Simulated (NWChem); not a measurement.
System: InH₂O₂F; SMILES [OH][In]([OH])[F]

NWChem input:

```
start job
memory heap 200 mb stack 900 mb global 1100 mb
geometry units angstroms noautoz
  In     0.031076    -0.000247     0.000000
  F      1.994622    -0.006369     0.000000
  O     -0.864783    -1.762254     0.000000
  H     -0.207620    -2.469714     0.000000
  O     -0.853618     1.767392     0.000000
  H     -0.191961     2.470644     0.000000
end
basis spherical
  * library def2-svpd
end
ecp
  In library def2-ecp
end
dft
  xc xcamb88 1.00 lyp 0.81 vwn_5 0.19 hfexch 1.00
  cam 0.33 cam_alpha 0.19 cam_beta 0.46
  iterations 150
end
tddft
  cis
  nroots 6
  notriplet
end
task tddft energy
```

Output (shortened):

```
             Northwest Computational Chemistry Package (NWChem) 7.3.0
             --------------------------------------------------------

 C2V symmetry detected

                             Geometry "geometry" -> ""
                             -------------------------

 Output coordinates in angstroms (scale by  1.889725989 to convert to a.u.)

  No.       Tag          Charge          X              Y              Z
 ---- ---------------- ---------- -------------- -------------- --------------
    1 In                  49.0000     0.00000000     0.00000000    -0.03902328
    2 F                    9.0000     0.00000000     0.00000000     1.92453218
    3 O                    8.0000    -1.76483178     0.00000000    -0.92930421
    4 H                    1.0000    -2.47019134     0.00000000    -0.26989086
    5 O                    8.0000     1.76483178     0.00000000    -0.92930421
    6 H                    1.0000     2.47019134     0.00000000    -0.26989086

 Effective nuclear repulsion energy (a.u.)     395.6766917240

      Symmetry information
      --------------------

 Group name             C2v
 Group number             16
 Group order               4
 No. of unique centers     4

                                 NWChem DFT Module
                                 -----------------

 Summary of "ao basis" -> "ao basis" (spherical)
 ------------------------------------------------------------------------------
       Tag                 Description            Shells   Functions and Types
 ---------------- ------------------------------  ------  ---------------------
 In                        def2-svpd                12       32   5s4p3d
 F                         def2-svpd                 9       23   4s3p2d
 O                         def2-svpd                 9       23   4s3p2d
 H                         def2-svpd                 4        8   2s2p

      Symmetry analysis of basis
      --------------------------

        a1         48
        a2         14
        b1         34
        b2         21

[...]

                                NWChem TDDFT Module
                                -------------------

            General Information
            -------------------
           No. of orbitals :     234
            Alpha orbitals :     117
             Beta orbitals :     117
        Alpha frozen cores :       0
         Beta frozen cores :       0
     Alpha frozen virtuals :       0
      Beta frozen virtuals :       0
         Spin multiplicity :       1
    Number of AO functions :     117
        Use of symmetry is : off
      Symmetry adaption is : on
         Schwarz screening :  0.10D-07

              XC Information
              --------------
              Hartree-Fock (Exact) Exchange   1.00
            CAM-Becke88 Exchange Functional   1.00
               VWN V Correlation Functional   0.19 local
       Lee-Yang-Parr Correlation Functional   0.81
           Alpha           :  0.19
           Beta            :  0.46
           Gamma           :  0.33

             TDDFT Information
             -----------------
          Calculation type : Tamm-Dancoff TDDFT
         Wavefunction type : Restricted singlets
          No. of electrons :      48
           Alpha electrons :      24
            Beta electrons :      24
              No. of roots :       6
          Max subspacesize :    5200
            Max iterations :     100
               Target root :       1
           Target symmetry : none
      Symmetry restriction : off
                 Algorithm : Optimal
        Davidson threshold :  0.10D-03

    6 smallest eigenvalue differences (eV)
--------------------------------------------------------
  No. Spin  Occ  Vir  Irrep   E(Occ)    E(Vir)   E(Diff)
--------------------------------------------------------
    1    1   24   25 a2       -0.396    -0.065     9.017
    2    1   23   25 b2       -0.411    -0.065     9.405
    3    1   22   25 b1       -0.418    -0.065     9.615
    4    1   21   25 a1       -0.421    -0.065     9.693
    5    1   24   26 b1       -0.396    -0.007    10.597
    6    1   20   25 b2       -0.457    -0.065    10.673
--------------------------------------------------------

  Entering Davidson iterations
  Restricted singlet excited states

  Iter   NTrls   NConv    DeltaV     DeltaE      Time
  ----  ------  ------  ---------  ---------  ---------
    1      6       0     0.22E+00   0.10+100       19.3
    2     12       0     0.49E-01   0.48E-01       19.5
    3     18       0     0.82E-01   0.14E-01       19.4
    4     24       0     0.34E-01   0.15E-01       19.4
    5     30       0     0.81E-02   0.14E-02       19.4
    6     36       2     0.17E-02   0.89E-04       19.4
    7     40       3     0.51E-03   0.26E-05       18.0
    8     43       5     0.22E-03   0.28E-06       17.4
    9     44       6     0.70E-04   0.27E-07       15.8
  ----  ------  ------  ---------  ---------  ---------
  Convergence criterion met

  Ground state a1       -441.414685001208 a.u.

  ----------------------------------------------------------------------------
  Root   1 singlet a2             0.190041731 a.u.                5.1713 eV
  ----------------------------------------------------------------------------
     Transition Moments    X  0.00000   Y  0.00000   Z  0.00000
     Dipole Oscillator Strength                    0.0000000000
     Electric Quadrupole                           0.0000000859
     Magnetic Dipole                               0.0000003176
     Total Oscillator Strength                     0.0000004035

[...]
```

Level: CAM-B3LYP/def2-SVPD with def2 effective core potentials on In, TDA. All runs use the structure optimised with PBE0/def2-SVP. No frequency run checked for a minimum. def2 effective core potentials on In; no spin-orbit coupling.
